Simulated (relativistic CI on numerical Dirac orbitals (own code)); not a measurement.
Radial parameters of Mn¹⁵⁺

These numbers are calculated, not measured: Dirac-Coulomb-Breit CI, orbitals from a KLI potential per configuration, QED by a radiative potential, unscaled Slater integrals (own radial code, finite nucleus).

Slater integrals F^k, G^k are unscaled and averaged over j, outside the closed core 1s2; ζ comes from projecting the Hamiltonian with its Breit term on Σ l·s of the shell.

- 2s2 2p5 3s: ζ(2p) = 56544, G^1(2p,3s) = 37592 cm⁻¹; <r>(2p) = 0.2375, <r^2>(2p) = 0.06879, <r>(3s) = 0.6869, <r^2>(3s) = 0.5356 (bohr units).
- 2s2 2p5 3p: ζ(2p) = 56506, F^2(2p,3p) = 94693, G^0(2p,3p) = 38018, G^2(2p,3p) = 41175, ζ(3p) = 12456 cm⁻¹; <r>(2p) = 0.2377, <r^2>(2p) = 0.06896, <r>(3p) = 0.676, <r^2>(3p) = 0.5256 (bohr units).
- 2s2 2p5 3d: ζ(2p) = 56628, F^2(2p,3d) = 117830, G^1(2p,3d) = 105820, G^3(2p,3d) = 60866, ζ(3d) = 1123.6 cm⁻¹; <r>(2p) = 0.2378, <r^2>(2p) = 0.06898, <r>(3d) = 0.6122, <r^2>(3d) = 0.4329 (bohr units).

Averages of the first 10 configurations, taken without configuration mixing, which lowers the lowest level and can move excited configurations by several eV; other configurations of the list can lie among them:

```tsv
Configuration	Parity	States	Average energy above the lowest level (eV)
2s2 2p6	even	1	0.0
2s2 2p5 3s	odd	12	656.5
2s2 2p5 3p	even	36	689.5
2s2 2p5 3d	odd	60	731.7
2s 2p6 3s	even	4	781.0
2s 2p6 3p	odd	12	812.8
2s 2p6 3d	even	20	854.7
2s2 2p5 4s	odd	12	881.4
2s2 2p5 4p	even	36	894.5
2s2 2p5 4d	odd	60	910.1
```
